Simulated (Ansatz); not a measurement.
GeH5NO, SMILES `[NH2][GeH2][OH]` at its PBE0-D4/def2-TZVP geometry, where that method's forces vanish. The species carries charge 0 and has multiplicity 1.

```xyz
8

N    -0.8674    0.4796   -0.9879
Ge    0.1580   -0.4224    0.2131
O     0.4311    0.7360    1.5367
H    -0.3998    1.1537   -1.5746
H    -1.4977   -0.0835   -1.5381
H     1.5577   -0.8526   -0.2905
H    -0.6701   -1.6276    0.6911
H     1.2882    0.6168    1.9504
```

(1) What forces (eV/Å) does B3LYP-D4/def2-TZVPP give on these atoms in Ansatz? (Best estimate.)

## Answers

(1) Ansatz gave: 
```
N1  -0.117  0.104 -0.146
Ge2  0.079 -0.319 -0.053
O3   0.038  0.165  0.186
H4  -0.019  0.010 -0.017
H5  -0.013  0.017 -0.018
H6   0.007 -0.005 -0.003
H7  -0.005 -0.004  0.001
H8   0.029  0.032  0.050
```

B3LYP here is the variant with VWN-RPA as its local correlation; programs differ in this.
